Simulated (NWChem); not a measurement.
All runs are NWChem calculations. System: HClMg, charge 0, spin multiplicity 1, at a geometry optimised with PBE/def2-SVP. The structure started from a generated list of species. Level: real-time TD-PBE0/6-31G* (spherical d).

Job file:

```
start mol
memory heap 200 mb stack 900 mb global 1100 mb
geometry "system" units angstroms nocenter noautoz noautosym
  Mg     0.000000     0.000000    -1.201315
  H      0.000000     0.000000    -2.897036
  Cl     0.000000     0.000000     1.018401
end
set geometry "system"
basis spherical
  * library 6-31g*
end
dft
  xc pbe0
  semidirect memsize 60000000 filesize 0
  iterations 100
  convergence energy 1e-10 density 1e-9 gradient 1e-8
  tolerances tight
end
task dft energy
rt_tddft
  tmax 150.0
  dt 0.2
  tag "kick"
  print dipole
  field "kick"
    type delta
    polarization x
    max 0.0001
  end
  excite "system" with "kick"
end
task dft rt_tddft
```

NWChem printed:

```
             Northwest Computational Chemistry Package (NWChem) 7.3.0
             --------------------------------------------------------

                                NWChem Input Module
                                -------------------

 Scaling coordinates for geometry "system" by  1.889725989
 (inverse scale =  0.529177249)

                              Geometry "system" -> ""
                              -----------------------

 Output coordinates in angstroms (scale by  1.889725989 to convert to a.u.)

  No.       Tag          Charge          X              Y              Z
 ---- ---------------- ---------- -------------- -------------- --------------
    1 Mg                  12.0000     0.00000000     0.00000000    -1.20131500
    2 H                    1.0000     0.00000000     0.00000000    -2.89703600
    3 Cl                  17.0000     0.00000000     0.00000000     1.01840100

 Effective nuclear repulsion energy (a.u.)      54.6756905851

            Nuclear Dipole moment (a.u.)
            ----------------------------
        X                 Y               Z
 ---------------- ---------------- ----------------
     0.0000000000     0.0000000000     0.0000018897


 Summary of "ao basis" -> "" (spherical)
 ------------------------------------------------------------------------------
       Tag                 Description            Shells   Functions and Types
 ---------------- ------------------------------  ------  ---------------------
 *                           6-31g*                   on all atoms

                                 NWChem DFT Module
                                 -----------------

 Summary of "ao basis" -> "ao basis" (spherical)
 ------------------------------------------------------------------------------
       Tag                 Description            Shells   Functions and Types
 ---------------- ------------------------------  ------  ---------------------
 Mg                          6-31g*                  8       18   4s3p1d
 H                           6-31g*                  2        2   2s
 Cl                          6-31g*                  8       18   4s3p1d

 Summary of "ao basis" -> "ao basis" (spherical)
 ------------------------------------------------------------------------------
       Tag                 Description            Shells   Functions and Types
 ---------------- ------------------------------  ------  ---------------------
 Mg                          6-31g*                  8       18   4s3p1d
 H                           6-31g*                  2        2   2s
 Cl                          6-31g*                  8       18   4s3p1d

  itol2e modified to match energy
  convergence criterion.
  tol_rho modified to match energy
  convergence criterion.

            General Information
            -------------------
          SCF calculation type: DFT
          Wavefunction type:  closed shell.
          No. of atoms     :     3
          No. of electrons :    30
           Alpha electrons :    15
            Beta electrons :    15
          Charge           :     0
          Spin multiplicity:     1
          Use of symmetry is: off; symmetry adaption is: off
          Maximum number of iterations: 100
          AO basis - number of functions:    38
                     number of shells:    18
          Convergence on energy requested:  1.00D-10
          Convergence on density requested:  1.00D-09
          Convergence on gradient requested:  1.00D-08
[...]
                ------------------------------
     Quantites to print : messages, dipole, field, energy, <S^2>
     No. print points   : 750 (once every 1 time steps)
     No. checks         : 10 (once every 75 time steps)
     No. restart points : 100 (once every 7 time steps)
     Checking level     : 1 (checkpoints only)
     Profiling          : No

 Dipole and quadrupole matrices
 ------------------------------
     Center of mass = ( 0.0000E+00,  0.0000E+00,  1.2225E-01)
     norm[D_x]  =  2.4367E+00
     norm[D_y]  =  2.4367E+00
     norm[D_z]  =  5.4746E+00
     norm[Q_xx] =  1.7812E+01
     norm[Q_xy] =  5.9374E+00
     norm[Q_xz] =  5.9374E+00
     norm[Q_yy] =  1.7812E+01
     norm[Q_yz] =  5.9374E+00
     norm[Q_zz] =  3.1521E+01

         Applied fields
         --------------

               "kick"
     Type            : delta
     Polarization    : x
     Field maximum   :  1.0000E-04 au =  5.1421E-02 V/nm

        Excitation rules
        ----------------
     Excite geometry "system" with "kick"

                             Closed shell propagation
                             ------------------------

****************************** WARNING ******************************
  Starting movecs not specified--trying SCF output:
   ./mol.movecs
*********************************************************************

     File name              : ./mol.movecs
     Job title              :
     Basis set name         : ao basis
     SCF type               : dft
     Atomic orbitals        : 38
     Molecular orbitals     : 38

   Vector      Occupation     Eigenvalue [au]
 --------------------------------------------
         1        2.00       -1.01656254E+02
         2        2.00       -4.69605382E+01
         3        2.00       -9.48683807E+00
         4        2.00       -7.21755055E+00
         5        2.00       -7.21474744E+00
         6        2.00       -7.21474744E+00
         7        2.00       -3.19110489E+00
         8        2.00       -1.91513573E+00
         9        2.00       -1.91513573E+00
        10        2.00       -1.90896007E+00
        11        2.00       -7.91300254E-01
        12        2.00       -3.61653861E-01
        13        2.00       -3.14237385E-01
        14        2.00       -3.14237385E-01
        15        2.00       -3.05395518E-01
        16        0.00       -3.52585530E-02
        17        0.00       -1.93891122E-02
        18        0.00       -1.93891122E-02
        19        0.00        8.24945115E-02
        20        0.00        1.23715200E-01
        21        0.00        1.59877945E-01
        22        0.00        1.59877945E-01
        23        0.00        2.71218652E-01
        24        0.00        2.73546952E-01
        25        0.00        2.73546952E-01
        26        0.00        2.79541414E-01
        27        0.00        2.79541886E-01
        28        0.00        3.84355996E-01
        29        0.00        5.26704400E-01
        30        0.00        5.26704400E-01
        31        0.00        5.56168359E-01
        32        0.00        6.73820150E-01
        33        0.00        9.19932697E-01
        34        0.00        9.19932699E-01
        35        0.00        9.85316235E-01
        36        0.00        9.85316235E-01
        37        0.00        1.02189913E+00
        38        0.00        1.27332251E+00

  int2e_file: Failed to allocate cache ... halving

kick      0.00000        ### Propagation started ###
kick      0.00000        ### Checks passed ###
kick      0.00000   1.000000000000E-004   0.000000000000E+000   0.000000000000E+000     # Applied E-field [system] (alpha spin)
kick      0.00000   1.000000000000E-004   0.000000000000E+000   0.000000000000E+000     # Applied E-field [system] (beta spin)
kick      0.00000   5.467569058507E+001     # Enuc
kick      0.00000  -1.025091842098E+003     # Ecore
kick      0.00000   3.546819679458E+002     # Ecoul
kick      0.00000  -4.490496832864E+001     # Exc(1)
kick      0.00000   0.000000000000E+000     # Exc(2)
kick      0.00000  -6.606391518955E+002     # Etot
kick      0.00000   0.000000000000E+000     # Eadded
kick      0.00000  -2.117901781696E-013  -1.189820234909E-013  -7.072209294324E-001     # Dipole moment [system]
kick      0.00000        ### Saved restart file ###
kick      0.00000   4.352074256531E-014     # Magnus interpol (matrix 1 of 1)
kick      0.00000                     2     # Magnus total interpolations
kick      0.20000   0.000000000000E+000   0.000000000000E+000   0.000000000000E+000     # Applied E-field [system] (alpha spin)
kick      0.20000   0.000000000000E+000   0.000000000000E+000   0.000000000000E+000     # Applied E-field [system] (beta spin)
kick      0.20000   5.467569058507E+001     # Enuc
kick      0.20000  -1.025091842098E+003     # Ecore
kick      0.20000   3.546819679460E+002     # Ecoul
kick      0.20000  -4.490496832866E+001     # Exc(1)
kick      0.20000   0.000000000000E+000     # Exc(2)
kick      0.20000  -6.606391518952E+002     # Etot
kick      0.20000   2.853539626813E-010     # Eadded
kick      0.20000   1.018571818540E-005  -1.180714582341E-013  -7.072209294369E-001     # Dipole moment [system]
kick      0.20000   3.064215547965E-014     # Magnus interpol (matrix 1 of 1)
kick      0.20000                     2     # Magnus total interpolations
kick      0.40000   0.000000000000E+000   0.000000000000E+000   0.000000000000E+000     # Applied E-field [system] (alpha spin)
kick      0.40000   0.000000000000E+000   0.000000000000E+000   0.000000000000E+000     # Applied E-field [system] (beta spin)
kick      0.40000   5.467569058507E+001     # Enuc
...
kick     27.80000   5.143295387287E-005  -6.794281855682E-014  -7.072209291153E-001     # Dipole moment [system]
kick     27.80000        ### Saved restart file ###
kick     27.80000   1.532107773983E-014     # Magnus interpol (matrix 1 of 1)
kick     27.80000                     2     # Magnus total interpolations
kick     28.00000   0.000000000000E+000   0.000000000000E+000   0.000000000000E+000     # Applied E-field [system] (alpha spin)
kick     28.00000   0.000000000000E+000   0.000000000000E+000   0.000000000000E+000     # Applied E-field [system] (beta spin)
kick     28.00000   5.467569058507E+001     # Enuc
kick     28.00000  -1.025091842135E+003     # Ecore
kick     28.00000   3.546819679553E+002     # Ecoul
kick     28.00000  -4.490496833055E+001     # Exc(1)
kick     28.00000   0.000000000000E+000     # Exc(2)
kick     28.00000  -6.606391519253E+002
```
